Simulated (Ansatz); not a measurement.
Two isomers of C3H6BFSi: A = `C#C[SiH2]B(C)F`, B = `C=C=C([SiH3])BF`.

Isolated molecules relaxed with PBE0-D4/def2-TZVP in Ansatz; ΔE leaves out vibrations. CCSD(T)/CBS is the MP2 limit (def2-TZVPP, def2-QZVPP) plus CCSD(T) − MP2 in def2-TZVPP, frozen cores. Functionals use def2-TZVPP. B3LYP here is the variant with VWN-RPA as its local correlation; programs differ in this. One conformer a species, not always the lowest.

Q: Which is lower in electronic energy at CCSD(T)/CBS, and by how much? (Estimate.)

A: Computed: B, by 1.0 kcal/mol.

Q: Give E(B) − E(A) in kcal/mol with CCSD(T)/def2-TZVPP, MP2/def2-TZVPP, PBE-D4, B3LYP-D4, B3LYP, ωB97M-V, HF/def2-TZVPP. (Estimate.)

A: Computed: CCSD(T)/def2-TZVPP -1.5, MP2/def2-TZVPP -1.0, PBE-D4 -5.2, B3LYP-D4 -5.5, B3LYP -4.8, ωB97M-V -3.7, HF/def2-TZVPP -3.9. None reverses the order clearly.

Largest T1 diagnostic: 0.014.

In def2-TZVPP, CCSD(T) changes the Hartree–Fock value by +2.3 kcal/mol (the triples alone add −0.3 kcal/mol) and MP2 by +2.9 kcal/mol.
